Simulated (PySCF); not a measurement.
CuI2, SMILES [I][Cu-][I], charge -1, multiplicity 1.

The structure is a stationary point at PBE0-D3(BJ)/def2-SVPD. The multiplicity is an assumed one; other spin states were not compared. The def2 effective core potentials stand for the cores of I; spin–orbit coupling is left out.

Two levels are set side by side: PBE/def2-TZVPD (PySCF) and PBE0/def2-TZVPD (PySCF). Same geometry, gas phase. Differences are taken from unrounded values.

```
quantity                       PBE
---------------------------  -----
orbital gap (eV)              3.58
highest occupied level (eV)  -1.16
lowest empty level (eV)       2.42
mean polarisability (bohr³)  128.5
```

These are the PBE values. What does PBE0 give? (The exact figures need the calculation; the answer reports its results.)


```json
[
 {"quantity": "orbital gap (eV)", "PBE0": "5.51", "PBE minus PBE0": "-1.92"},
 {"quantity": "highest occupied level (eV)", "PBE0": "-2.55", "PBE minus PBE0": "1.39"},
 {"quantity": "lowest empty level (eV)", "PBE0": "2.96", "PBE minus PBE0": "-0.54"},
 {"quantity": "mean polarisability (bohr³)", "PBE0": "118.1", "PBE minus PBE0": "10.4"}
]
```

PBE's occupied levels lie high since its potential decays too fast outside the molecule; exact exchange lowers them and widens the gap. PBE's more diffuse valence density responds more strongly to a field. Differences between two approximate levels are no errors against the true value.

Rough cost on one machine, each run with all the roots and properties that it gave: PBE0 against PBE within a factor of 2.
